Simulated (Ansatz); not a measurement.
A nudged elastic band was laid between two geometries of H2S + H4Sn (8 atoms, charge 0, multiplicity 1).

Level of theory: RHF/def2-TZVP (Ansatz).

```json
{
 "movable images": "2",
 "climbing image": "no",
 "spring": "5.0 eV/Å²",
 "optimiser": "quadratic models (default)",
 "start path": "through a guess of the saddle point",
 "force threshold": "0.05 eV/Å",
 "iteration limit": "60",
 "end points": "relaxed"
}
```

Image 0:

```xyz
8
Properties=species:S:1:pos:R:3
Sn -1.641 -1.012 -0.364
H -0.093 -1.297 0.296
H -1.888 -2.045 -1.698
H -2.828 -1.321 0.822
H -1.754 0.612 -0.868
H 2.945 0.692 0.585
S 3.082 1.952 0.186
H 2.177 2.420 1.040
```

Image 3:

```xyz
8
Properties=species:S:1:pos:R:3
Sn -1.100 0.327 -0.496
H 2.055 -2.666 1.040
H -0.752 -0.948 -1.565
H -1.451 -0.252 1.068
H -2.392 1.279 -1.068
H 2.273 -1.964 1.013
S 0.913 1.661 -0.427
H 0.454 2.563 0.435
```

Question: What changes between the two ends?

Answer: Bonds broken: Sn1–H2, H6–S7. Bonds formed: Sn1–S7, H2–H6. H2S + H4Sn becomes H2 + H4SSn.

Question: Give the energies along the band, and the barrier.

Answer: It converged. The highest image is number 1 of 0 to 3, 0.192 eV above the first end and 0.440 eV above the last; the last end lies 0.249 eV below the first. No image climbed, so the highest image needn't sit at the top of the path. A band with more images between the same ends climbed to 2.54 eV, so this one has probably stepped over the top. So few images can step over the top or miss a turn of the path. The orbitals stay closed-shell, which can raise the energy where a bond breaks towards radicals; this wasn't checked here.

```csv
image,path coordinate (Å),energy (eV),Sn1–H2 (Å),H6–S7 (Å),Sn1–S7 (Å)
0,0.00,0.000,1.71,1.33,5.60
1,2.42,0.192,1.71,1.33,3.87
2,4.83,0.145,2.92,2.57,2.47
3,7.25,-0.249,4.61,4.13,2.42
```

Question: What is the geometry of the highest image?

Answer: 
```xyz
8
Properties=species:S:1:pos:R:3
Sn -1.091 -0.664 -0.236
H 0.431 -1.063 0.433
H -1.348 -1.717 -1.545
H -2.217 -0.882 1.022
H -1.244 0.939 -0.794
H 2.204 0.191 0.334
S 2.131 1.469 -0.026
H 1.134 1.727 0.814
```

The run took 40 s on 2 threads of Arm Neoverse V1 (shared host), peak memory 0.24 GiB.
